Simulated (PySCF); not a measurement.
## The Fe–F bond energy of FeF₄

All numbers come from PBE0 in PySCF with Fe def2-SVP, F def2-SVP; no relativity; density-fitted integrals.

Each entry is the lowest minimum that a search over a few typed start shapes (and spin states, where more than one is plausible) found, or that minimum re-optimised at the stated level; isomers with ligand–ligand bonds, or fragments after loss of a ligand pair, can lie lower.

Total energies (Eh), which compare only within these settings: F atom -99.54905.

```csv
species,2S+1,group,E (Eh),ZPE (kJ/mol)
FeF₃,6,D3h,-1562.40490,15.2
FeF₄,5,D2d,-1662.02106,24.4
```

Q: What are De and D0 for FeF₄ → FeF₃ + F?

A: De = [(-1562.40490) + (-99.54905) − (-1662.02106)] × 2625.5 = 176 kJ/mol. The zero-point energy changes by -9.1 kJ/mol, so D0 = 167 kJ/mol.

Atoms and open shells are unrestricted, without spin–orbit or basis-set superposition corrections.

One determinant describes each species, so states of open d or f shells may be missed.
